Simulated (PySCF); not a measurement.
One of the candidates below gave these computed data.

All candidates are CH14OSi5.

* 13C NMR: chemical shifts (computed TMS as zero) by class: 56.8 (1 C) ppm [GIAO PBE0/pcSseg-1]
* NMR, other nuclei: isotropic shieldings of nuclei other than C and H, by class: 343 (1 O), 350 (1 Si), 421 (1 Si), 463 (1 Si), 470 (1 Si), 474 (1 Si) ppm [GIAO PBE0/pcSseg-1]
* 1H NMR: chemical shifts (computed TMS as zero) by class: 5.88 (1 H), 3.93 (3 H), 3.62 (3 H), 3.58 (3 H), 3.55 (1 H), 3.52 (1 H), 3.43 (1 H), 3.37 (1 H) ppm [GIAO PBE0/pcSseg-1]
* Rotational structure: rotational constants A, B, C: 0.798, 0.752, 0.413 GHz [GFN2-xTB]
* Dipole: 1.06 D [PBE0/pcSseg-1]

The electronic properties come from PySCF, for the isolated species, density fitting. Levels stand in brackets. One conformer (not necessarily the lowest) at the GFN2-xTB geometry, without solvent, vibrations or thermal averaging. NMR classes are plain means over equivalent atoms (diastereotopic ones count apart unless rotation or inversion swaps them), as if these changed places fast.

Question: Which candidate is it?
A. `[SiH3]C[Si@H](O[SiH3])[SiH2][SiH3]`
B. `[SiH3]CO[Si@@H]([SiH3])[SiH2][SiH3]`
C. `C[Si]([SiH3])([SiH3])[SiH2][SiH2]O`

Answer: B. It is `[SiH3]CO[Si@@H]([SiH3])[SiH2][SiH3]`. Numbering: `[SiH3:1][CH2:2][O:3][Si@@H:4]([SiH3:5])[SiH2:6][SiH3:7]`. Its formula, CH14OSi5, gives 0 degrees of unsaturation, so no ring and no π bond. The one carbon: sp3 carbon bound to oxygen [C2] (56.8 ppm). Hydrogen classes from least to most shielded: 1 H on an oxygen-bound silicon, Si4 (5.88 ppm), 3 H on an SiH3 silicon, Si1 (3.93 ppm), 3 H on an SiH3 silicon, Si7 (3.62 ppm), 3 H on an SiH3 silicon, Si5 (3.58 ppm, a mean of values up to 0.5 ppm apart in this geometry), 1 H on an sp3 carbon bound to oxygen, C2 (3.55 ppm), 1 H on an sp3 carbon bound to oxygen, C2 (3.52 ppm), 1 H on an SiH2 silicon, Si6 (3.43 ppm), 1 H on an SiH2 silicon, Si6 (3.37 ppm). The other shieldings belong to: 343 ppm, silyl ether oxygen [O3]; 350 ppm, oxygen-bound silicon [Si4]; 421 ppm, SiH3 silicon [Si1]; 463 ppm, SiH3 silicon [Si7]; 470 ppm, SiH3 silicon [Si5]; 474 ppm, SiH2 silicon [Si6]. The optimised geometry has point group C1 and is an asymmetric top.

The others, at the same levels:
- `[SiH3]C[Si@H](O[SiH3])[SiH2][SiH3]` fails: its computed 13C shifts are -0.2 (1 C) ppm, 1H shifts are 5.81 (1 H), 5.08 (3 H), 3.86 (3 H), 3.63 (3 H), 3.48 (1 H), 3.26 (1 H), 0.56 (1 H), 0.33 (1 H) ppm and rotational constant A is 0.879 GHz (against 0.798 GHz).
- `C[Si]([SiH3])([SiH3])[SiH2][SiH2]O` fails: its computed 13C shifts are -4.0 (1 C) ppm, 1H shifts are 5.50 (2 H), 3.66 (2 H), 3.61 (6 H), 0.40 (3 H), 0.34 (1 H) ppm and rotational constant A is 1.065 GHz (against 0.798 GHz).

Each candidate is one conformer, not necessarily the lowest. Dipoles, sizes and rotational constants follow the conformer. The torsions of the flexible species, by atom-mapped SMILES:
- `[SiH3:1][CH2:2][O:3][Si@@H:4]([SiH3:5])[SiH2:6][SiH3:7]`: Si1–C2–O3–Si4 179°, C2–O3–Si4–Si5 51°, O3–Si4–Si6–Si7 12°
- `[SiH3:1][CH2:2][Si@H:3]([O:4][SiH3:5])[SiH2:6][SiH3:7]`: Si1–C2–Si3–O4 -179°, C2–Si3–O4–Si5 -56°, C2–Si3–Si6–Si7 46°
- `[CH3:1][Si:2]([SiH3:3])([SiH3:4])[SiH2:5][SiH2:6][OH:7]`: C1–Si2–Si5–Si6 173°, Si2–Si5–Si6–O7 1°, H–O7–Si6–Si5 180°
